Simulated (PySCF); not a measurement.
## Electron correlation in Pt (platinum, neutral)

[Xe] 4f14 5d8 6s2, high-spin 3F determinant (an excited configuration). Computed with PySCF 2.14 in aug-cc-pVDZ-PP with ECP60MDF (5s5p4d2f, 54 functions), with a scalar-relativistic core potential. Frozen: 5s2 5p6; 10 electrons correlated.

| level | correlation energy (mhartree) |
| --- | --- |
| CCSD | -254.23 |
| (T) | -7.81 |
| CCSD(T) | -262.04 |

Diagnostics: T1 = 0.017, D1 = 0.0562, largest double amplitude 0.043.

Q: Is a single reference adequate?

A: Yes, within this model without spin-orbit coupling: T1 lies below 0.03 and no double amplitude reaches 0.07.
